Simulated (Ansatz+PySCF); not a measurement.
The numbers below are computed, except where a source is named.
# Several solutions for singlet H₂

```tsv
atom	x (Å)	y (Å)	z (Å)
H	0.0000	0.0000	-1.1413
H	0.0000	0.0000	1.1413
```

Basis set: cc-pVDZ (spherical functions). Charge 0, multiplicity 1.

PBE (unrestricted) was run from several starts with Ansatz (development build ahead of 0.2.0).

```csv
run,program,start,converged,energy (hartree),<S²>
A,Ansatz,search for the lowest state,yes,-1.00222,–
B,Ansatz,"atomic start, no search",yes,-0.97202,–
C,Ansatz,stability test followed,yes,-1.00222,–
```

Q: Which runs reached the lowest solution of this kind, and what is wrong with the others?

A: A, C reached the lowest solution found. Converged but too high: B by 0.82 eV. Convergence only shows a stationary point, and even a stable one can lie too high; stability tests and further starts are what find lower ones. Caution: the unrestricted determinant is spin contaminated.
